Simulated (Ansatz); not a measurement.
Calculated with Ansatz (gas phase, PBE0-D4/def2-TZVP geometries, no zero-point term in ΔE). CCSD(T)/CBS adds triple-zeta CCSD(T) − MP2 to the extrapolated MP2 energy (def2 sets, frozen cores). DFT in def2-TZVPP. B3LYP here is the variant with VWN-RPA as its local correlation; programs differ in this. For Ge outer-core shells are correlated without core-valence functions, which leaves a few kJ/mol of doubt a bond. Scalar relativity is left out up to krypton. One conformer a species, not always the lowest.

Consider the cleavage of the Si–Ge bond: `[NH2][GeH2][SiH2]O` + `OCS` → `O[SiH2]OCS` + `[NH2][GeH3]`.

| level | ΔE (kcal/mol) | difference from CCSD(T)/CBS |
| --- | --- | --- |
| PBE-D4 | -21.7 | 5.0 |
| r2SCAN-D4 | -26.3 | 0.4 |
| PBE0-D4 | -23.6 | 3.1 |
| B3LYP-D4 | -26.7 | 0.0 |
| ωB97X-V | -26.9 | -0.2 |
| ωB97M-V | -27.2 | -0.5 |
| B2PLYP | -27.6 | -0.9 |
| PBE | -21.4 | 5.3 |
| r2SCAN | -26.2 | 0.5 |
| PBE0 | -23.3 | 3.4 |
| B3LYP | -26.3 | 0.4 |
| HF/def2-TZVPP | -33.1 | -6.4 |
| MP2/def2-TZVPP | -28.6 | -1.9 |
| SCS-MP2/def2-TZVPP | -29.4 | -2.7 |
| CCSD/def2-TZVPP | -27.9 | -1.2 |
| CCSD(T)/def2-TZVPP | -27.4 | -0.7 |
| HF/def2-QZVPP | -33.6 | -6.9 |
| MP2/def2-QZVPP | -28.3 | -1.6 |
| SCS-MP2/def2-QZVPP | -29.3 | -2.6 |
| HF/CBS(def2) | -33.7 | -7.0 |
| MP2/CBS(def2) | -27.9 | -1.2 |
| CCSD/CBS(def2) | -27.3 | -0.6 |
| CCSD(T)/CBS | -26.7 | 0 |

Largest T1 diagnostic among the species: 0.012.

In def2-TZVPP, CCSD(T) changes the Hartree–Fock value by +5.7 kcal/mol (the triples alone add +0.6 kcal/mol) and MP2 by +4.5 kcal/mol. From PBE to PBE0 (25 % exact exchange), in def2-TZVPP and without D4, ΔE moves by −1.9 kcal/mol.
